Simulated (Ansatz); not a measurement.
Ansatz (an electronic-structure program) input (B3LYP-D3(BJ)/def2-TZVP):

Ansatz 0.2 input:
```yaml
crystal:
  periodic: [false, false, false]
  atoms:
    - {symbol: C, position_ang: [0.22312610, 1.67883596, 0.28187354]}
    - {symbol: C, position_ang: [-1.01109993, 0.93833709, 0.80789010]}
    - {symbol: C, position_ang: [-1.60903734, -0.04740754, -0.20369174]}
    - {symbol: C, position_ang: [-0.98750735, -1.45149623, -0.22771263]}
    - {symbol: C, position_ang: [0.53506506, -1.53117991, -0.04395913]}
    - {symbol: C, position_ang: [1.35613795, -0.43117996, -0.72832663]}
    - {symbol: C, position_ang: [1.49191391, 0.84203046, 0.11360328]}
    - {symbol: H, position_ang: [0.45186950, 2.51362687, 0.95111852]}
    - {symbol: H, position_ang: [-0.03904568, 2.12769217, -0.68305059]}
    - {symbol: H, position_ang: [-0.77422152, 0.42540313, 1.74636804]}
    - {symbol: H, position_ang: [-1.76939934, 1.68562010, 1.05624400]}
    - {symbol: H, position_ang: [-2.68009059, -0.15879066, -0.01594714]}
    - {symbol: H, position_ang: [-1.53057047, 0.40295646, -1.19799737]}
    - {symbol: H, position_ang: [-1.45320632, -2.06212155, 0.55151437]}
    - {symbol: H, position_ang: [-1.25838172, -1.92352962, -1.17678854]}
    - {symbol: H, position_ang: [0.77471422, -1.51395831, 1.02370194]}
    - {symbol: H, position_ang: [0.86460934, -2.50971018, -0.40269077]}
    - {symbol: H, position_ang: [0.93214861, -0.19327262, -1.70995111]}
    - {symbol: H, position_ang: [2.36173796, -0.81496605, -0.91965465]}
    - {symbol: H, position_ang: [1.86304460, 0.55332845, 1.10365261]}
    - {symbol: H, position_ang: [2.26520097, 1.48008270, -0.32458013]}
basis:
  gaussian:
    orbitals: def2-TZVP
hamiltonian:
  xc: b3lyp
  dispersion: d3bj
phonons: {temperatures: {t_min: 298.15, t_max: 298.15, t_step: 100}}
```

Output:

```
Functional definition: B3LYP
integrals: 0.32 GiB planned
1876 factors; their error is unknown
0.43 GiB of the device are held for the grids
1.91 GiB of device memory are held for the factors and their scratch space
mean field: 2.34 GiB planned
mean field evaluation 1: about -7471.8086 eV, gradient 8.9e1 eV
mean field evaluation 2: about -7447.5672 eV, gradient 1.3e2 eV
mean field evaluation 4: about -7490.9216 eV, gradient 3.2e0 eV
mean field evaluation 8: about -7490.9390 eV, gradient 2.7e-2 eV
mean field evaluation 16: about -7490.8756 eV, gradient 1.1e-4 eV
mean field -7490.87557054 eV, -275.2845997194 hartree, gradient 1.3e-5 eV, S^2 0.000000; 0 other end points of the search recorded, 0 dependent functions left out
the calculation of the forces begins
reference -7490.87591223 eV, -275.2846122765 hartree; 28, 28 occupied and 273, 273 virtual orbitals, 1876 factors
these checks for a lower state are left out or cut short: stability, starts, cluster_reference, orbital_swaps, neighbouring_geometries, increment
integrals: 0.32 GiB planned
1876 factors; their error is unknown
0.43 GiB of the device are held for the grids
1.91 GiB of device memory are held for the factors and their scratch space
mean field: 2.34 GiB planned
mean field -7490.87544133 eV, -275.2845949713 hartree, gradient 3.6e-6 eV, S^2 0.000000; 0 other end points of the search recorded, 0 dependent functions left out
the calculation of the forces begins
reference -7490.87578303 eV, -275.2846075282 hartree; 28, 28 occupied and 273, 273 virtual orbitals, 1876 factors
these checks for a lower state are left out or cut short: stability, starts, cluster_reference, orbital_swaps, neighbouring_geometries, increment
integrals: 0.32 GiB planned
1876 factors; their error is unknown
0.43 GiB of the device are held for the grids
1.91 GiB of device memory are held for the factors and their scratch space
mean field: 2.34 GiB planned
mean field evaluation 32: about -7490.8754 eV, gradient 1.3e-2 eV
mean field -7490.87541966 eV, -275.2845941747 hartree, gradient 3.6e-6 eV, S^2 0.000000; 0 other end points of the search recorded, 0 dependent functions left out
the calculation of the forces begins
reference -7490.87576136 eV, -275.2846067320 hartree; 28, 28 occupied and 273, 273 virtual orbitals, 1876 factors
these checks for a lower state are left out or cut short: stability, starts, cluster_reference, orbital_swaps, neighbouring_geometries, increment
integrals: 0.32 GiB planned
1876 factors; their error is unknown
0.43 GiB of the device are held for the grids
1.91 GiB of device memory are held for the factors and their scratch space
mean field: 2.33 GiB planned
mean field -7490.87550586 eV, -275.2845973427 hartree, gradient 3.6e-6 eV, S^2 0.000000; 0 other end points of the search recorded, 0 dependent functions left out
the calculation of the forces begins
reference -7490.87584750 eV, -275.2846098977 hartree; 28, 28 occupied and 273, 273 virtual orbitals, 1876 factors
these checks for a lower state are left out or cut short: stability, starts, cluster_reference, orbital_swaps, neighbouring_geometries, increment
integrals: 0.32 GiB planned
1876 factors; their error is unknown
0.43 GiB of the device are held for the grids
1.91 GiB of device memory are held for the factors and their scratch space
mean field: 2.33 GiB planned
mean field -7490.87531770 eV, -275.2845904279 hartree, gradient 3.6e-6 eV, S^2 0.000000; 0 other end points of the search recorded, 0 dependent functions left out
[...]
0.43 GiB of the device are held for the grids
1.91 GiB of device memory are held for the factors and their scratch space
mean field: 2.34 GiB planned
mean field -7490.87555045 eV, -275.2845989811 hartree, gradient 3.6e-6 eV, S^2 0.000000; 0 other end points of the search recorded, 0 dependent functions left out
the calculation of the forces begins
reference -7490.87589216 eV, -275.2846115387 hartree; 28, 28 occupied and 273, 273 virtual orbitals, 1876 factors
these checks for a lower state are left out or cut short: stability, starts, cluster_reference, orbital_swaps, neighbouring_geometries, increment
integrals: 0.32 GiB planned
1876 factors; their error is unknown
0.43 GiB of the device are held for the grids
1.91 GiB of device memory are held for the factors and their scratch space
mean field: 2.33 GiB planned
mean field -7490.87552835 eV, -275.2845981692 hartree, gradient 3.6e-6 eV, S^2 0.000000; 0 other end points of the search recorded, 0 dependent functions left out
the calculation of the forces begins
reference -7490.87587004 eV, -275.2846107260 hartree; 28, 28 occupied and 273, 273 virtual orbitals, 1876 factors
these checks for a lower state are left out or cut short: stability, starts, cluster_reference, orbital_swaps, neighbouring_geometries, increment
integrals: 0.32 GiB planned
1876 factors; their error is unknown
0.43 GiB of the device are held for the grids
1.91 GiB of device memory are held for the factors and their scratch space
mean field: 2.33 GiB planned
mean field evaluation 416: about -7490.8755 eV, gradient 7.7e-4 eV
mean field -7490.87545263 eV, -275.2845953864 hartree, gradient 3.6e-6 eV, S^2 0.000000; 0 other end points of the search recorded, 0 dependent functions left out
the calculation of the forces begins
reference -7490.87579431 eV, -275.2846079428 hartree; 28, 28 occupied and 273, 273 virtual orbitals, 1876 factors
these checks for a lower state are left out or cut short: stability, starts, cluster_reference, orbital_swaps, neighbouring_geometries, increment
integrals: 0.32 GiB planned
1876 factors; their error is unknown
0.43 GiB of the device are held for the grids
1.91 GiB of device memory are held for the factors and their scratch space
mean field: 2.34 GiB planned
mean field -7490.87551919 eV, -275.2845978325 hartree, gradient 3.6e-6 eV, S^2 0.000000; 0 other end points of the search recorded, 0 dependent functions left out
the calculation of the forces begins
reference -7490.87586091 eV, -275.2846103904 hartree; 28, 28 occupied and 273, 273 virtual orbitals, 1876 factors
these checks for a lower state are left out or cut short: stability, starts, cluster_reference, orbital_swaps, neighbouring_geometries, increment
integrals: 0.32 GiB planned
1876 factors; their error is unknown
0.43 GiB of the device are held for the grids
1.91 GiB of device memory are held for the factors and their scratch space
mean field: 2.34 GiB planned
mean field -7490.87551378 eV, -275.2845976337 hartree, gradient 3.6e-6 eV, S^2 0.000000; 0 other end points of the search recorded, 0 dependent functions left out
the calculation of the forces begins
reference -7490.87585546 eV, -275.2846101901 hartree; 28, 28 occupied and 273, 273 virtual orbitals, 1876 factors
these checks for a lower state are left out or cut short: stability, starts, cluster_reference, orbital_swaps, neighbouring_geometries, increment
integrals: 0.32 GiB planned
1876 factors; their error is unknown
0.43 GiB of the device are held for the grids
1.91 GiB of device memory are held for the factors and their scratch space
mean field: 2.34 GiB planned
mean field -7490.87556314 eV, -275.2845994475 hartree, gradient 3.6e-6 eV, S^2 0.000000; 0 other end points of the search recorded, 0 dependent functions left out
the calculation of the forces begins
reference -7490.87590486 eV, -275.2846120054 hartree; 28, 28 occupied and 273, 273 virtual orbitals, 1876 factors
these checks for a lower state are left out or cut short: stability, starts, cluster_reference, orbital_swaps, neighbouring_geometries, increment
integrals: 0.32 GiB planned
1876 factors; their error is unknown
0.43 GiB of the device are held for the grids
1.91 GiB of device memory are held for the factors and their scratch space
mean field: 2.34 GiB planned
mean field -7490.87548930 eV, -275.2845967338 hartree, gradient 3.6e-6 eV, S^2 0.000000; 0 other end points of the search recorded, 0 dependent functions left out
the calculation of the forces begins
reference -7490.87583096 eV, -275.2846092897 hartree; 28, 28 occupied and 273, 273 virtual orbitals, 1876 factors
these checks for a lower state are left out or cut short: stability, starts, cluster_reference, orbital_swaps, neighbouring_geometries, increment
integrals: 0.32 GiB planned
1876 factors; their error is unknown
0.43 GiB of the device are held for the grids
1.91 GiB of device memory are held for the factors and their scratch space
mean field: 2.34 GiB planned
mean field evaluation 448: about -7490.9451 eV, gradient 8.3e-1 eV
mean field -7490.87556991 eV, -275.2845996964 hartree, gradient 3.6e-6 eV, S^2 0.000000; 0 other end points of the search recorded, 0 dependent functions left out
the calculation of the forces begins
reference -7490.87591165 eV, -275.2846122549 hartree; 28, 28 occupied and 273, 273 virtual orbitals, 1876 factors
these checks for a lower state are left out or cut short: stability, starts, cluster_reference, orbital_swaps, neighbouring_geometries, increment
integrals: 0.32 GiB planned
1876 factors; their error is unknown
0.43 GiB of the device are held for the grids
1.91 GiB of device memory are held for the factors and their scratch space
mean field: 2.34 GiB planned
mean field -7490.87551978 eV, -275.2845978542 hartree, gradient 3.6e-6 eV, S^2 0.000000; 0 other end points of the search recorded, 0 dependent functions left out
the calculation of the forces begins
reference -7490.87586150 eV, -275.2846104123 hartree; 28, 28 occupied and 273, 273 virtual orbitals, 1876 factors
these checks for a lower state are left out or cut short: stability, starts, cluster_reference, orbital_swaps, neighbouring_geometries, increment
integrals: 0.32 GiB planned
1876 factors; their error is unknown
0.43 GiB of the device are held for the grids
1.91 GiB of device memory are held for the factors and their scratch space
mean field: 2.34 GiB planned
mean field -7490.87550440 eV, -275.2845972887 hartree, gradient 3.6e-6 eV, S^2 0.000000; 0 other end points of the search recorded, 0 dependent functions left out
the calculation of the forces begins
reference -7490.87584607 eV, -275.2846098449 hartree; 28, 28 occupied and 273, 273 virtual orbitals, 1876 factors
Total energy: -7491.75718384 eV, -275.3169984107 hartree
Atom 0 at     0.223126     1.678836     0.281874 Å, force    -0.000300     0.000228     0.000173 eV/Å
Atom 1 at    -1.011100     0.938337     0.807890 Å, force     0.000035    -0.000003    -0.001438 eV/Å
Atom 2 at    -1.609037    -0.047408    -0.203692 Å, force     0.000708    -0.000062     0.000665 eV/Å
Atom 3 at    -0.987507    -1.451496    -0.227713 Å, force    -0.000412    -0.000605    -0.000095 eV/Å
Atom 4 at     0.535065    -1.531180    -0.043959 Å, force    -0.000228     0.000767    -0.000555 eV/Å
Atom 5 at     1.356138    -0.431180    -0.728327 Å, force    -0.000223    -0.000272     0.001395 eV/Å
Atom 6 at     1.491914     0.842030     0.113603 Å, force     0.000347    -0.000159    -0.000162 eV/Å
Atom 7 at     0.451869     2.513627     0.951119 Å, force    -0.000078    -0.000287    -0.000331 eV/Å
Atom 8 at    -0.039046     2.127692    -0.683051 Å, force     0.000168    -0.000083     0.000258 eV/Å
Atom 9 at    -0.774222     0.425403     1.746368 Å, force     0.000093    -0.000163     0.000550 eV/Å
Atom 10 at    -1.769399     1.685620     1.056244 Å, force    -0.000068     0.000099     0.000237 eV/Å
Atom 11 at    -2.680091    -0.158791    -0.015947 Å, force    -0.000226     0.000062    -0.000040 eV/Å
Atom 12 at    -1.530570     0.402956    -1.197997 Å, force    -0.000047     0.000220    -0.000074 eV/Å
Atom 13 at    -1.453206    -2.062122     0.551514 Å, force     0.000160     0.000178    -0.000267 eV/Å
Atom 14 at    -1.258382    -1.923530    -1.176789 Å, force     0.000064     0.000151     0.000319 eV/Å
Atom 15 at     0.774714    -1.513958     1.023702 Å, force     0.000208     0.000017     0.000111 eV/Å
Atom 16 at     0.864609    -2.509710    -0.402691 Å, force     0.000136    -0.000194     0.000019 eV/Å
Atom 17 at     0.932149    -0.193273    -1.709951 Å, force    -0.000105     0.000145    -0.000553 eV/Å
Atom 18 at     2.361738    -0.814966    -0.919655 Å, force     0.000150     0.000022    -0.000218 eV/Å
Atom 19 at     1.863045     0.553328     1.103653 Å, force    -0.000102     0.000179    -0.000243 eV/Å
Atom 20 at     2.265201     1.480083    -0.324580 Å, force    -0.000280    -0.000240     0.000249 eV/Å
Dipole moment:     0.001336     0.001964     0.000308 e Å
Vibrations: 122.92 170.10 278.16 313.32 336.66 395.93 494.14 522.07 736.70 743.10 817.58 835.28 856.69 870.34 966.25 968.96 1015.30 1021.60 1038.25 1057.70 1124.28 1139.76 1211.60 1222.60 1230.65 1236.28 1311.11 1313.00 1319.13 1366.39 1380.02 1380.84 1388.17 1396.76 1403.16 1403.67 1485.35 1487.09 1490.19 1490.69 1496.56 1507.13 1512.08 2999.52 3002.57 3006.83 3010.51 3013.19 3015.75 3022.05 3034.52 3039.84 3045.25 3045.69 3051.89 3056.07 3062.27 cm⁻¹, zero-point energy 5.409646 eV
```
